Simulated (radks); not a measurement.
Species: B+. Configuration: [He] 2s1 2p1 (not the ground configuration).

All-electron calculation, Dirac Kohn-Sham, PBEsol, spin-unpolarised, spherical densities, finite nucleus; open shells fill j = l - 1/2 first; Fermi nuclear charge, rms radius 2.406 fm. Program: a radial shooting solver on a logarithmic mesh with Libxc functionals.

Energy parts (eV):
total: -651.594
kinetic: 649.430
electron-nucleus: -1469.145
Hartree: 259.712
exchange-correlation: -91.591

Orbitals (lengths in bohr, moments of r in powers of bohr):
| orbital | occ. | eigenvalue (eV) | <r^4> | <r^2> | small-component weight |
|---|---|---|---|---|---|
| 1s1/2 | 2 | -192.9263 | 0.05811 | 0.1477 | 2.88e-04 |
| 2s1/2 | 1 | -19.4807 | 25.74 | 3.788 | 3.32e-05 |
| 2p1/2 | 1 | -13.3663 | 37.18 | 4.240 | 2.66e-05 |
| 2p3/2 | 0 | -13.3616 | 37.22 | 4.242 | 2.66e-05 |

The highest occupied level is 2p1/2 at -13.366 eV. Summed over all electrons, <r^2> = 8.323 bohr^2, which gives a Langevin (diamagnetic) susceptibility term of -6.59 x 10^-6 cm^3/mol. The electron density at the nucleus is 71.49 e/bohr^3. The density falls to 0.001 e/bohr^3 at r = 3.42 bohr.
